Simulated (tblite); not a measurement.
C₈H₉OP.
SMILES with atom numbers: `[O:1]=[PH:2]1[CH2:3][c:4]2[cH:5][cH:6][cH:7][cH:8][c:9]2[CH2:10]1` (hydrogens: H11 on P2; H12, H13 on C3; H14 on C5; H15 on C6; H16 on C7; H17 on C8; H18, H19 on C10)

Structure used (GFN2-xTB), in Å, numbered top down from 1:
```
atom  x, y, z in Å
O1    -3.753    0.476    0.353
P2    -2.334    0.280    0.648
C3    -1.462   -1.156   -0.090
C4    -0.037   -0.694   -0.140
C5     1.061   -1.532   -0.225
C6     2.338   -0.993   -0.262
C7     2.517    0.379   -0.214
C8     1.420    1.223   -0.126
C9     0.144    0.690   -0.088
C10   -1.116    1.496    0.011
H11   -2.034    0.188    2.009
H12   -1.594   -2.085    0.466
H13   -1.871   -1.304   -1.097
H14    0.921   -2.603   -0.262
H15    3.194   -1.647   -0.326
H16    3.513    0.795   -0.242
H17    1.559    2.293   -0.086
H18   -1.465    1.821   -0.976
H19   -1.011    2.382    0.639
```

All values are computed: GFN2-xTB (tblite) harmonic vibrations without scaling, gas phase. The method is semi-empirical: single wavenumbers can be off by several per cent or more. Modes of hydrogen on phosphorus can be 10 to 20 % off. One conformer, not necessarily the lowest.

Harmonic wavenumbers (cm⁻¹): 67.0, 162.1, 237.3, 240.1, 307.1, 352.2, 375.7, 408.7, 471.8, 535.3, 569.9, 639.9, 685.0, 742.1, 761.9, 796.7, 800.4, 821.8, 834.6, 885.2, 897.7, 915.6, 929.8, 948.8, 1045.3, 1048.0, 1088.1, 1110.3, 1144.4, 1148.6, 1180.8, 1196.8, 1260.0, 1267.5, 1294.7, 1328.6, 1411.2, 1414.0, 1450.6, 1470.5, 1587.4, 1604.4, 2267.9, 2908.4, 2910.8, 2976.8, 2979.5, 3077.3, 3079.2, 3087.2, 3096.9.

A = 3263, B = 777.8, C = 646.9 MHz; mass 152.039 u (most abundant isotopes); point group Cs, symmetry number 1.

Task: Zero-point energy?

Result: ½Σν̃ = 31911 cm⁻¹ = 381.74 kJ/mol.

Task: Give the ideal-gas entropy at 500 K and 1 bar in the rigid-rotor, harmonic-oscillator model (classical rotation).

Result: Translation 182.26, rotation 130.55, vibration 168.27: S = 481.1 J/(mol K).

Task: And Cp and H(500 K) − H(0)?

Result: Cp = 242.21 J/(mol K), of which vibrations give 208.95 (their classical limit is 51 R = 424.0); H(500 K) − H(0) = 65.38 kJ/mol without the zero-point energy, 48.75 from vibrations.

Task: What must be added to the electronic energy to get the Gibbs energy at 500 K and 1 bar?

Result: ZPE + [H(500 K) − H(0)] − T·S = 381.74 + 65.38 − 240.54 = 206.58 kJ/mol.

Task: Blend soft modes into free rotors: weight 1/[1 + (100 cm⁻¹/ν̃)⁴] for the oscillator and the rest for a rotor with moment μB/(μ + B), μ = h/(8π²ν), B = 10⁻⁴⁴ kg m². What vibrational entropy results?

Result: 162.68 J/(mol K) in place of 168.27, which changes −T·S at 500 K by +2.79 kJ/mol.

Task: How do the functions run with temperature in this model?

Result: 
| T (K) | S (J/(mol K)) | Cp (J/(mol K)) | H − H(0) (kJ/mol) | G − H(0) (kJ/mol) | ln q(vib) |
| --- | --- | --- | --- | --- | --- |
| 50 | 240.9 | 42.1 | 1.82 | -10.22 | 0.17 |
| 100 | 275.0 | 59.4 | 4.34 | -23.16 | 0.68 |
| 298.15 | 379.5 | 153.1 | 24.94 | -88.20 | 4.03 |
| 373.15 | 417.9 | 190.0 | 37.82 | -118.11 | 5.62 |
| 750 | 593.5 | 310.9 | 135.29 | -309.85 | 14.44 |
| 1000 | 689.2 | 352.8 | 218.65 | -470.51 | 20.19 |

q(vib) and H(0) count from the zero-point level.

Hindered rotation and anharmonicity are outside this model. Other conformers, if any are populated, would add a mixing term that is left out.
